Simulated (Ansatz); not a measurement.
Basis-set series for `O[Si](F)(F)[S]` radical. Total charge 0; spin multiplicity 2. All single points use the PBE0-D4/def2-TZVP geometry. It is one conformer, not always the lowest.

```tsv
functional	basis	functions	energy (Eh)	HOMO (eV)	LUMO (eV)
PBE0-D4	def2-TZVPP	191	-963.00380	-8.14	-5.18
PBE0-D4	def2-QZVPP	341	-963.04197	-8.18	-5.21
ωB97M-V	def2-TZVPP	191	-963.42922	-10.35	-3.15
ωB97M-V	def2-QZVPP	341	-963.46498	-10.40	-3.21
```

Task: Give the rows for def2-SVP. (Estimate.)

Result: The calculation gave: 
| functional | basis | functions | energy (Eh) | HOMO (eV) | LUMO (eV) |
| --- | --- | --- | --- | --- | --- |
| PBE0-D4 | def2-SVP | 83 | -962.39628 | -7.99 | -5.13 |
| ωB97M-V | def2-SVP | 83 | -962.81766 | -10.18 | -2.99 |

HOMO and LUMO are taken over both spins.

Results of the Gaussian-basis code of Ansatz.
